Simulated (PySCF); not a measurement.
Method: TPSSh-D3(BJ)/def2-TZVP // BP86-D3(BJ)/def2-SVP (PySCF). Isolated molecules, 0 K electronic values unless said otherwise. One relaxed conformer stands for a flexible species; it need not be the lowest. 

Reference species: [Mo(F)2(NH2)4] (neutral, multiplicity 1).

| Property | Result |
|---|---|
| mean distance from the central atom to its bonded neighbours | 1.955 Å |
| HOMO | -6.19 eV |
| charge on the central atom (Mulliken) | 1.55 e |
| LUMO | -3.17 eV |

After one change: the mean distance from the central atom to its bonded neighbours decreases by 0.112 Å; the HOMO decreases by 5.47 eV; the charge on the central atom (Mulliken) goes up by 0.49 e; the LUMO drops by 3.08 eV.

Task: Name the change that produced these shifts. The new species is one of these.
(A) [Mo(F)6]
(B) [Mo(F)5(NH2)]
(C) [Mo(F)4(NH2)2]
(D) [Mo(F)(NH2)5]

Result: A, [Mo(F)6]
